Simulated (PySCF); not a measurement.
Cost of one run: geometry optimisation, `[SiH3][TeH]`.

Method: PBE0-D3(BJ)/def2-SVP geometry optimisation, gas phase, def2 core potentials past Kr (PySCF 2.14.0). Work: geometry optimisation from a GFN2-xTB start, density fitting. The input is one job of a driver script: a line of settings, then coordinates in Å.

Input:
```
{"job": {"xc": "PBE0", "basis": "def2-SVP", "d3": "d3bj", "grid": 1, "maxiter": 30, "kind": "geom"}, "charge": 0, "multiplicity": 1}
Si    -0.637361    -0.053379    -0.023343
Te     1.687759    -0.281494    -0.852718
H     -1.005649     1.336969     0.221382
H     -0.867465    -0.806693     1.204670
H     -1.468458    -0.593964    -1.088920
H      2.294297     0.400551     0.517354
```

Hardware: one thread, Arm Neoverse N1 (aarch64), no GPU, shared host with 64 logical CPUs at a one-minute load of 57. PySCF's memory limit was set to 1040 MB.

Task: How large is the basis?

Result: 64 functions.

Task: Estimate the wall time.

Result: About 11 s. The run took 4 energy-and-gradient evaluations and 25 SCF cycles, 2.8 s an evaluation on average.

Task: Estimate the peak memory.

Result: About 0.29 GiB. Peak memory is the resident size of the whole Python process, interpreter and libraries included.

Other jobs ran on the host; a repeat could differ by tens of per cent or more.

The run converged: final energy -559.71002 Eh after 3 steps; dipole 0.63 D.
